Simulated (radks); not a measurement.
The numbers below are computed, except where a source is named.
Q: Species: P2+. Configuration: [Ne] 3s2 3p1. Level of theory: Dirac Kohn-Sham, RPBE, spin-unpolarised, spherical densities, finite nucleus; open shells fill j = l - 1/2 first; Fermi nuclear charge, rms radius 3.1889 fm (a radial shooting solver on a logarithmic mesh with Libxc functionals). Some entries of the table are withheld. Estimate them.

orbital,occ.,eigenvalue (eV),<r^2> (bohr^2)
1s1/2,2,(1),(2)
2s1/2,2,-197.6611,0.3203
2p1/2,2,-148.6273,0.2920
2p3/2,4,-147.7077,0.2945
3s1/2,2,-33.9139,3.496
3p1/2,1,(3),4.525
3p3/2,0,(4),4.549
3d3/2,0,(5),(6)
3d5/2,0,(7),(8)
4s1/2,0,-10.9510,19.97

A: 
(1) 1s1/2 eigenvalue (eV): -2108.764
(2) 1s1/2 <r^2> (bohr^2): 0.01443
(3) 3p1/2 eigenvalue (eV): -24.2901
(4) 3p3/2 eigenvalue (eV): -24.2124
(5) 3d3/2 eigenvalue (eV): -12.0229
(6) 3d3/2 <r^2> (bohr^2): 8.627
(7) 3d5/2 eigenvalue (eV): -12.0202
(8) 3d5/2 <r^2> (bohr^2): 8.632
